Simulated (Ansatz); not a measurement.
Input for Ansatz (an electronic-structure program): R-CCSD(T)/aug-cc-pVDZ on GeH6O (a complex). The run froze 15 orbitals, filled d shells among them.

Ansatz 0.2 input:
```yaml
crystal:
  periodic: [false, false, false]
  atoms:
    - {symbol: O, position_ang: [0.26205478, -0.12402169, 0.40074233]}
    - {symbol: H, position_ang: [-0.65296147, 0.03343400, 0.14498794]}
    - {symbol: H, position_ang: [0.70210854, 0.72734177, 0.30543592]}
    - {symbol: Ge, position_ang: [-0.16707944, -0.04856921, 3.64646870]}
    - {symbol: H, position_ang: [-0.39700569, 0.03525509, 5.16802884]}
    - {symbol: H, position_ang: [-0.59679462, 1.28944940, 3.02323694]}
    - {symbol: H, position_ang: [-1.02017138, -1.18810567, 3.07656467]}
    - {symbol: H, position_ang: [1.32103610, -0.29882426, 3.37808933]}
basis:
  gaussian:
    orbitals: aug-cc-pVDZ
magnetization: {spin_polarized: false}
correlation: {method: ccsd_t, electrons: outside_noble_gas}
scf: {lower_state_search: off}
```

Output:

```
WARN ansatz: RAYON_NUM_THREADS=2 ignored (pool sized by the plan → 2); use --threads N
Functional definition: HF
these checks for a lower state are left out or cut short: stability, starts, cluster_reference, orbital_swaps, neighbouring_geometries, increment
integrals: 0.19 GiB planned
1127 factors; integrals over basis functions are off by at most 7.4e-4 eV
mean field: 0.34 GiB planned
mean field evaluation 1: about -58602.2771 eV, gradient 3.3e1 eV
mean field evaluation 2: about -58602.3580 eV, gradient 3.4e1 eV
mean field evaluation 4: about -58604.7337 eV, gradient 2.3e0 eV
mean field evaluation 8: about -58604.7608 eV, gradient 8.6e-2 eV
mean field -58604.76087906 eV, -2153.6852385718 hartree, gradient 6.4e-7 eV, S^2 0.000000; 0 other end points of the search recorded, 0 dependent functions left out
15 core orbitals not correlated
reference -58604.76087906 eV, -2153.6852385718 hartree; 8, 8 occupied and 90, 90 virtual orbitals, 1127 factors
second order -9.24728203 eV of doubles, -0.00000000 eV of singles
coupled cluster: 0.43 GiB planned
cycle   1  -9.91401422 eV  change   -6.7e-1 eV  update   7.6e-2
cycle   2  -10.23040378 eV  change   -3.2e-1 eV  update   2.3e-2
cycle   3  -10.29236193 eV  change   -6.2e-2 eV  update   1.0e-2
cycle   4  -10.28878179 eV  change    3.6e-3 eV  update   2.3e-3
cycle   5  -10.28857100 eV  change    2.1e-4 eV  update   7.7e-4
cycle   6  -10.28865471 eV  change   -8.4e-5 eV  update   2.3e-4
cycle   7  -10.28854534 eV  change    1.1e-4 eV  update   6.9e-5
cycle   8  -10.28852190 eV  change    2.3e-5 eV  update   2.2e-5
cycle   9  -10.28852540 eV  change   -3.5e-6 eV  update   8.1e-6
perturbative correction -0.22858752 eV, -0.0084004365 hartree
Total energy: -58615.27799198 eV, -2154.0717353430 hartree
Checks for a lower state left out: stability, starts, cluster_reference, orbital_swaps, neighbouring_geometries, increment
```

Self-consistency was reached.

Cost: about 4 core-seconds (a rough figure).
